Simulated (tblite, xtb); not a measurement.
acetylene (C₂H₂), singlet, geometry from GFN2-xTB. Base run: GFN1-xTB (xtb).

The xtb input:
```
$ xtb mol.xyz --gfn 1 --json

# file mol.xyz
4

C     -0.00000000    -0.00000000    -0.59686216
C      0.00000000     0.00000000     0.59686216
H      0.00000000     0.00000000     1.64657465
H     -0.00000000    -0.00000000    -1.64657465
```

Programs used: tblite, xtb; a row that names a program was run with it.

The base run was repeated with changes; each row names its change, and settings that it needs were set with it.

| change | ΔE vs base (mEh) | HOMO-LUMO gap (eV) | G_solv (kcal/mol) | SCF cycles |
|---|---|---|---|---|
| base | 0.000 | 7.38 | - | 6 |
| alpb = benzene | -1.716 | 7.38 | -1.08 | 6 |
| etemp = 1000 | 0.000 | 7.38 | - | 6 |
| acc = 0.1 | 0.000 | 7.38 | - | 7 |
| program = tblite; method = gfn1; option = (--efield, 0,0,0.1) | -0.040 | - | - | - |
| alpb = acetone | -3.772 | 7.38 | -2.45 | 6 |
| alpb = dmf | -2.805 | 7.38 | -1.79 | 6 |
| program = tblite; method = gfn1 | 0.000 | - | - | - |
| gbsa = methanol | -4.137 | 7.38 | -2.63 | 6 |
| program = tblite; method = gfn1; option = (--alpb, water) | -1.419 | - | - | - |

ALPB and GBSA are two models with their own fitted parameters for each solvent, which aren't always the measured dielectric constant.
